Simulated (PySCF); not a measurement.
C3H4Se, SMILES [SeH]CC#C, singlet, PBE0/def2-SVP optimised geometry.

```
8

C      0.99    -0.22     0.00
C     -0.22    -0.22     0.00
C     -1.66    -0.24     0.01
Se    -2.47    -1.01    -1.62
H      2.07    -0.21     0.00
H     -2.07     0.78     0.05
H     -2.05    -0.78     0.88
H     -1.85    -2.32    -1.44
```

Density from PBE0/def2-TZVP (PySCF) at that geometry.

Minimum of the electron density along straight lines between bonded atoms, close to the bond critical point (lines longer than 1.1 times the sum of covalent radii, or with two minima, are not listed):

```
bond    length / Å  ρ at the minimum / e bohr⁻³  ∇²ρ there / e bohr⁻⁵  position (fraction from the first atom)
------  ----------  ---------------------------  --------------------  ---------------------------------------
C1–C2        1.211                        0.407                 -1.13                                     0.49
C2–C3        1.447                        0.279                 -0.78                                     0.53
C3–Se4       1.971                        0.143            (withheld)                                     0.48
C1–H5        1.074                        0.283            (withheld)                                     0.66
C3–H6        1.101                        0.274                 -0.93                                     0.65
C3–H7        1.100                        0.276                 -0.95                                     0.65
Se4–H8       1.471                        0.177            (withheld)                                     0.63
```

Task: Complete the blanks.

Result: 
- C3–Se4, ∇²ρ there / e bohr⁻⁵: -0.14
- C1–H5, ∇²ρ there / e bohr⁻⁵: -1.04
- Se4–H8, ∇²ρ there / e bohr⁻⁵: -0.33
